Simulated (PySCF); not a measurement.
Telling isomers of C8H9P apart by NMR

Single conformer, non-relativistic Hamiltonian, no solvent, equivalent nuclei averaged. Shieldings: GIAO PBE0/pcSseg-1; geometry from GFN2-xTB; PySCF 2.14.0 with density-fitted response routines.

References, each an isolated molecule treated in the same way: ¹H (σ = 31.72 ppm), ¹³C (σ = 186.93 ppm) against TMS. Splittings of carbon signals by F and P are missing where no couplings were computed. Where no couplings were computed, multiplicities follow the n + 1 count of equivalent neighbours, and m marks all less simple cases (inequivalent or close neighbours, rings, F or P nearby). Shifts are as computed. Against solution values, carbons near 30 ppm lie about +3 ppm off and those near 130 ppm about +5 ppm. Of 1211 compounds with measured shifts, 218 miss one by over three times the rms of a fit or turn the order of signals round; such compounds aren't used in these exercises.

(1) Tabulate the signals of `C=Cc1cccc(C)p1`, `C=P12C=CC(C=C1)C=C2`, `C=Cc1ccc(C)cp1`, `C=Cc1ccpcc1C` and their relative energies.

(2) What is the quickest way to tell C=Cc1cccc(C)p1 from C=Cc1ccc(C)cp1?

(3) What is the quickest way to tell C=P12C=CC(C=C1)C=C2 from C=Cc1ccpcc1C?

(4) What is the quickest way to tell C=Cc1cccc(C)p1 from C=Cc1ccpcc1C?

Results:

(1) 
| SMILES | carbon types | δC | δH | E rel. (kcal/mol) |
| --- | --- | --- | --- | --- |
| C=Cc1cccc(C)p1 | 2×C 4×CH 1×CH2 1×CH3 | 180.9, 176.4, 146.7, 138.7, 135.3, 129.8, 115.9, 27.1 | 8.44 (m, 1H), 7.89 (m, 1H), 7.78 (m, 1H), 7.27 (m, 1H), 6.35 (m, 1H), 5.58 (m, 1H), 2.86 (m, 3H) | 0.7 |
| C=P12C=CC(C=C1)C=C2 | 7×CH 1×CH2 | 158.3, 146.2, 52.2, -15.5 | 7.62 (m, 3H), 6.87 (m, 3H), 4.59 (m, 1H), 0.08 (m, 2H) | 69.4 |
| C=Cc1ccc(C)cp1 | 2×C 4×CH 1×CH2 1×CH3 | 173.1, 164.4, 147.6, 146.5, 136.1, 132.9, 114.8, 27.6 | 8.91 (m, 1H), 8.57 (m, 1H), 7.61 (m, 1H), 7.34 (m, 1H), 6.28 (m, 1H), 5.54 (m, 1H), 2.61 (s, 3H) | 0.0 |
| C=Cc1ccpcc1C | 2×C 4×CH 1×CH2 1×CH3 | 165.5, 163.2, 146.9, 145.2, 144.0, 137.5, 124.5, 27.4 | 9.09 (m, 1H), 9.01 (m, 1H), 8.25 (m, 1H), 7.35 (m, 1H), 5.96 (m, 1H), 5.73 (m, 1H), 2.61 (s, 3H) | 1.1 |

Energies are electronic energies at PBE0/pcSseg-1 on these geometries, without zero-point or thermal terms, each for the one conformer computed, which needn't be the lowest.

(2) Both give the same number of carbon signals, with the same numbers of each carbon type, so the positions decide. The first has a substituted aromatic carbon (C) at 180.9 ppm, the second a substituted aromatic carbon (C) at 147.6 ppm. Their most deshielded carbons lie at 180.9 and 173.1 ppm. In the proton spectra the most deshielded non-exchanging signals are 8.44 (m, 1H) and 8.91 (m, 1H).

(3) Count the carbon signals: 4 against 8. The first has an allylic sp3 CH at 52.2 ppm, the second a substituted aromatic carbon (C) at 145.2 ppm. Their most deshielded carbons lie at 158.3 and 165.5 ppm. In the proton spectra the most deshielded non-exchanging signals are 7.62 (m, 3H) and 9.09 (m, 1H).

(4) Both give the same number of carbon signals, with the same numbers of each carbon type, so the positions decide. The first has a substituted aromatic carbon (C) at 180.9 ppm, the second a substituted aromatic carbon (C) at 144.0 ppm. Their most deshielded carbons lie at 180.9 and 165.5 ppm. In the proton spectra the most deshielded non-exchanging signals are 8.44 (m, 1H) and 9.09 (m, 1H).
